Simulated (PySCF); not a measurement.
**Working with the constants of InH**

RHF-CCSD(T) constants of InH, ¹Σ⁺ (singlet), closed shell (In x2c-TZVPPall, H x2c-TZVPPall; spin-free X2C with a Gaussian nucleus (PySCF 2.14); masses 114.9039 and 1.0078 u):

- ωe: 1484.5 cm⁻¹
- ωexe: 23.1 cm⁻¹
- Be: 5.0055 cm⁻¹
- αe: 0.138 cm⁻¹
- De to In + H: 2.73 eV

Q: What force constant and bond length do these constants imply?

A: Reduced mass μred = 0.99906 u; k = 5.8918×10⁻⁷·μred·ωe² (u, cm⁻¹, mdyn/Å) = 1.30 mdyn/Å; Re = √(16.8576/(μred·Be)) (u, cm⁻¹, Å) = 1.836 Å.

Q: Estimate the centrifugal constant D from the Kratzer relation and find the Dunham coefficient a1.

A: D = 4Be³/ωe² = 0.000228 cm⁻¹; a1 = −1 − αeωe/(6Be²) = -2.36.

Correlated steps freeze 18 core orbitals. Spin–orbit coupling is left out, which matters for elements this heavy, above all for dissociation energies. Where the molecule has an RHF reference, its open-shell atoms are computed with UHF.
